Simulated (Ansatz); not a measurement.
A nudged elastic band was laid between two geometries of BrHOZn + CH4 (9 atoms, charge 0, multiplicity 1).

All numbers below come from RKS revPBE-D4/def2-SVP (Ansatz 0.2.0).

```json
{
  "movable images": "5",
  "climbing image": "yes",
  "spring": "5.0 eV/Å²",
  "optimiser": "quadratic models (default)",
  "start path": "through a guess of the saddle point",
  "force threshold": "0.05 eV/Å",
  "iteration limit": "60",
  "end points": "relaxed"
}
```

Initial state:

```xyz
9
Properties=species:S:1:pos:R:3
Zn -0.480 -0.077 -1.688
Br 1.425 -0.666 -2.741
O -2.028 0.526 -0.979
H 0.817 -0.999 0.949
C 0.708 0.081 1.175
H -2.471 -0.184 -0.476
H 1.482 0.644 0.618
H 0.848 0.240 2.261
H -0.300 0.436 0.882
```

Final state:

```xyz
9
Properties=species:S:1:pos:R:3
Zn -0.959 0.343 -0.091
Br 1.083 -1.535 -1.862
O -2.398 0.307 -1.178
H 1.839 -1.163 -0.697
C 0.446 0.538 1.242
H -2.219 -0.231 -1.972
H 1.351 1.015 0.806
H 0.742 -0.447 1.662
H 0.115 1.173 2.090
```

Task: What changes between the two ends?

Result: Bonds broken: Zn1–Br2, H4–C5. Bonds formed: Zn1–C5, Br2–H4. BrHOZn + CH4 becomes BrH + CH4OZn.

Task: What energy profile does the band end with?

Result: The forces met the threshold. The highest image is number 4 of 0 to 6, 1.88 eV above the first end and 0.32 eV above the last; the last end lies 1.56 eV above the first. Neighbouring images differ by up to 1.6 eV, so the band resolves the path poorly. A vibrational analysis at the climbing image gives one clearly imaginary mode, 673i cm⁻¹: a first-order saddle point. The orbitals stay closed-shell, which can raise the energy where a bond breaks towards radicals; this wasn't checked here.

```tsv
image	path coordinate (Å)	energy (eV)	Zn1–Br2 (Å)	H4–C5 (Å)	Zn1–C5 (Å)
0	0.00	0.00	2.26	1.11	3.10
1	1.26	0.02	2.26	1.11	2.96
2	2.52	0.04	2.26	1.11	3.00
3	3.78	0.27	2.29	1.12	2.82
4	5.05	1.88	2.71	1.61	2.06
5	6.30	1.59	3.32	2.62	1.95
6	7.56	1.56	3.29	2.93	1.95
```

Task: What is the geometry of the highest image?

Result: 
```xyz
9
Properties=species:S:1:pos:R:3
Zn -0.704 0.095 -0.429
Br 1.142 -1.479 -1.632
O -2.325 0.488 -1.114
H 1.009 -0.614 -0.213
C 0.684 0.285 1.080
H -2.421 0.047 -1.980
H 0.837 1.384 1.113
H 1.690 -0.166 1.217
H 0.088 -0.040 1.959
```

Run time: 3.6 min on 2 threads of Arm Neoverse V1 (shared host), peak memory 0.32 GiB.
